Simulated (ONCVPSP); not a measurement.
Mo ONCV: all-electron and pseudo phase curves

```
Element                 : Mo
Generator               : ONCVPSP 4.0.1
Type                    : optimised norm-conserving Vanderbilt (ONCV)
Functional              : LDA (Perdew-Wang 92)
Relativity              : scalar-relativistic
Frozen core             : [Ar] 3d10
Valence charge          : 14
Reference configuration : 4s2 4p6 4d4 (charge +2)
Partial waves           : 4s: rc 1.25 bohr, ncon 4, nbas 8, qcut 6.7 1/bohr, 2 projectors, debl 1.1 Ha; 4p: rc 1.90 bohr, ncon 3, nbas 6, qcut 7.4 1/bohr, 1 projector; 4d: rc 2.55 bohr, ncon 4, nbas 8, qcut 5.6 1/bohr, 3 projectors, debl 1.2 Ha
Local potential         : polynomial inside 1.10 bohr (lpopt 3, dvloc0 4 Ha)
Core correction         : none
```

In the s channel the program set the typed energies aside and used -3.046, 0.250 Ha.

The phase is arctan(r·R′/R) of the radial function R(r), unwrapped; energies in Ha, scanned from -5 to 5 Ha. A pole is an energy at which the radial function vanishes at the test radius. The pseudo phase is shifted by a multiple of π to meet the all-electron one at the reference energy, and phase errors are pseudo minus all-electron; the curves can meet again beyond the range given. Levels narrower than the energy grid can be missing from the lists of poles.

**Question.** For each channel, where are the poles, and over which energies does the pseudopotential scatter like the atom?

**Answer.**

| channel | radius (bohr) | reference energy (Ha) | poles, all-electron | poles, pseudo | unbroken range about the reference energy with phases within 0.05 rad | phase error 1 Ha above the reference energy (rad) |
| --- | --- | --- | --- | --- | --- | --- |
| s | 1.27 | -3.05 | -0.09 | -0.09 | the whole range | -0.000 |
| p | 1.93 | -2.09 | -1.70, 4.76 | -1.70, 3.48 | below -0.2 | -0.008 |
| d | 2.58 | -0.77 | -0.54, 2.52 | -0.54, 2.52 | below 4.5 | +0.000 |

Phases in the p channel:

```tsv
E (Ha)	all-electron	pseudo
-4.96	1.315	1.315
-4.48	1.284	1.284
-4.00	1.238	1.237
-3.52	1.158	1.156
-3.04	0.969	0.965
-2.56	0.080	0.070
-2.08	-1.315	-1.315
-1.60	-1.608	-1.610
-1.12	-1.744	-1.751
-0.64	-1.864	-1.884
-0.16	-2.031	-2.090
0.32	-2.364	-2.583
0.80	-3.147	-3.629
1.28	-3.957	-4.224
1.76	-4.300	-4.447
2.24	-4.455	-4.559
2.72	-4.542	-4.631
3.20	-4.600	-4.685
3.68	-4.642	-4.732
4.16	-4.676	-4.781
4.64	-4.705	-4.842
```
